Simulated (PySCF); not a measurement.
Si(Cl)(F)2(NHMe) (CH4ClF2NSi), SMILES N(C)[Si](Cl)(F)F.

The structure is a stationary point at ωB97X-D3(BJ)/def2-SVP. The structure was generated by enumeration, and PubChem lists no compound with its InChIKey, so it may never have been made. One conformer was computed; it need not be the lowest.

Two levels are set side by side: TDDFT-PBE/def2-SVPD (PySCF) and TDDFT-B3LYP/def2-SVPD (PySCF). Vertical, same geometry. The lowest singlet is HOMO→LUMO 99 % with PBE and HOMO→LUMO 97 % with the other functional; states are paired by order. Differences are taken from unrounded values.

```csv
quantity,TDDFT-B3LYP
lowest singlet excitation (eV),6.30
lowest triplet excitation (TDA) (eV),6.02
first bright state (f over 0.05) (eV),8.38
its oscillator strength,0.10
```

### Question
What does TDDFT-PBE give, and how far is it from TDDFT-B3LYP? (The exact figures need the calculation; the answer reports its results.)

### Answer

```tsv
quantity	TDDFT-PBE	TDDFT-PBE minus TDDFT-B3LYP
lowest singlet excitation (eV)	5.73	-0.57
lowest triplet excitation (TDA) (eV)	5.49	-0.52
first bright state (f over 0.05) (eV)	7.77	-0.61
its oscillator strength	0.06	-0.04
```

A lower first singlet is the usual sign of a functional without exact exchange. Differences between two approximate levels are no errors against the true value.

Rough cost on one machine, each run with all the roots and properties that it gave: TDDFT-B3LYP against TDDFT-PBE about 3 times.
